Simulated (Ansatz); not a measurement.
One change: `CC(C)[SiH3]` becomes `CC([SiH3])NP`.

Ansatz, PBE0-D4/def2-TZVP geometries, multiplicity 1. Each molecule was computed in one conformer, which needn't be the lowest.

```
                                          property  `CC(C)[SiH3]`
           HOMO–LUMO gap (ωB97M-V/def2-TZVPP) / eV          12.57
    size of the dipole moment (PBE/def2-TZVPP) / D           0.93
               LUMO energy (B3LYP/def2-TZVPP) / eV           0.44
             HOMO energy (ωB97M-V/def2-TZVPP) / eV         -10.35
             HOMO–LUMO gap (B3LYP/def2-TZVPP) / eV           8.38
size of the dipole moment (ωB97M-V/def2-TZVPP) / D           0.88
```

(1) What does the change do to each property? (Estimate.)

## Answers

(1) The calculation gave: 
```csv
property,`CC([SiH3])NP`,shift
HOMO–LUMO gap (ωB97M-V/def2-TZVPP) / eV,10.88,-1.69
size of the dipole moment (PBE/def2-TZVPP) / D,1.97,1.04
LUMO energy (B3LYP/def2-TZVPP) / eV,-0.20,-0.64
HOMO energy (ωB97M-V/def2-TZVPP) / eV,-9.15,1.20
HOMO–LUMO gap (B3LYP/def2-TZVPP) / eV,6.47,-1.91
size of the dipole moment (ωB97M-V/def2-TZVPP) / D,1.85,0.97
```

With PBE0 the HOMO rises by 1.24 eV and the LUMO falls by 0.68 eV, so the gap narrows by about 1.92 eV. PBE moves the HOMO by 1.29 eV and ωB97M-V by 1.20 eV. Dipoles are sizes alone; their direction can turn.

B3LYP here is the variant with VWN-RPA as its local correlation; programs differ in this.
